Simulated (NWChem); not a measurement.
System: CH$_{5}$ClO$_{2}$Si; SMILES CO[SiH](O)Cl

```xyz
10

Si     0.5755     0.1060    -0.4030
O      1.9705     0.6333     0.2779
Cl    -1.0304     1.3082     0.1220
O      0.2565    -1.4067     0.1548
C     -0.9353    -2.1406     0.0594
H      0.7516     0.1883    -1.8667
H      2.0572     0.5448     1.2323
H     -1.0853    -2.5363    -0.9604
H     -0.8788    -2.9938     0.7515
H     -1.8137    -1.5293     0.3289
```
Atoms are numbered in this order, from 1.

All runs: NWChem. Pople sets run with spherical d functions. STO-3G and 3-21G are far too small for this property and stand as cheap habits. The geometry was optimised at PBE0/def2-SVP. GIAO values for the isolated, static molecule; σ is the absolute isotropic shielding, δ = σ(reference) − σ with the isolated reference molecule computed at the same levels (13C: tetramethylsilane, 1H: tetramethylsilane, 17O: water, 29Si: tetramethylsilane).

| level | δ Si1 (ppm) | δ O2 (ppm) | σ Cl3 (ppm) | δ O4 (ppm) | δ C5 (ppm) | δ H6 (ppm) | δ H7 (ppm) | relative time |
|---|---|---|---|---|---|---|---|---|
| KT2/pcSseg-1 | -31.3 | 75.7 | 857.6 | 60.6 | 52.8 | 5.09 | 2.21 | 10 |
| B3LYP/6-31G* | -19.3 | 53.0 | 897.0 | 35.6 | 48.2 | 5.10 | 1.91 | 10 |
| Hartree-Fock/6-31G* | -27.2 | 36.1 | 967.4 | 3.4 | 45.9 | 4.83 | 2.23 | 8 |
| B3LYP/6-311G** | -33.0 | 75.4 | 864.3 | 60.8 | 51.2 | 4.95 | 2.16 | 20 |
| Hartree-Fock/STO-3G | -6.8 | -73.4 | 1213.3 | -99.1 | 46.1 | 3.27 | -1.61 | 1 |

Times are rough ratios from one shared machine.
